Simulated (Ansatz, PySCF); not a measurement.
Pulling on the Ge6–H7 bond in CH6BeGe (SMILES [CH3][Be][GeH3]) (multiplicity 1 held, fragments rigid). Energies count from the point at 1.546 Å.
Geometry at that point (charge 0, multiplicity 1):
| atom | x (Å) | y (Å) | z (Å) |
|---|---|---|---|
| Be | -0.1838 | 1.0492 | -0.7546 |
| C | -0.4193 | 2.3926 | -1.7208 |
| H | -1.2268 | 3.0309 | -1.3459 |
| H | -0.6826 | 2.1178 | -2.7481 |
| H | 0.4784 | 3.0178 | -1.7796 |
| Ge | 0.1264 | -0.7213 | 0.5188 |
| H | 0.9812 | -1.8178 | -0.1578 |
| H | 0.8479 | -0.3987 | 1.8478 |
| H | -1.1919 | -1.4196 | 0.9253 |

U- levels take the lowest unrestricted solution at each point, which mixes spins at long bonds. Left out are points that failed, MP2 points in a non-variational dive below the minimum, coupled-cluster points behind a sign of a changed root (a jump of the amplitudes, or a one-step jump against full CI or MRCI), small-basis points behind a change of solution, and semi-empirical points at long bonds. Levels need not reach the same state.

Rows in 3-21G, LANL2DZ carry no dispersion term and start afresh at each structure; the Pople sets are all-electron and without relativity. LANL2DZ brings its own core potentials from Na on.

Run with Ansatz (a quantum-chemistry and plane-wave program) with Gaussian orbitals; PySCF for 3-21G rows, LANL2DZ rows. 

Energies in kJ/mol.

```
R (Å)  R-HF/3-21G  U-r2SCAN/cc-pVTZ  R-B3LYP/LANL2DZ  U-wB97X-V/cc-pVTZ
-----  ----------  ----------------  ---------------  -----------------
1.237         119               115              124                118
1.392          24                21               26                 22
1.546           0                 0                0                  0
1.701          14                16               13                 17
1.855          49                51               44                 53
2.087         117               115              106                122
2.319         191               180              170                193
2.706         310               263              267                291
3.092         412               301              343                331
3.556         512               323              410                348
4.175         610               333              466                353
4.948         686               336         left out                354
```

Doubts at one or more of the structures used: a restricted determinant that unrestricted orbitals would lower (R-HF/3-21G); a spin-contaminated determinant (U-r2SCAN/cc-pVTZ, U-wB97X-V/cc-pVTZ).
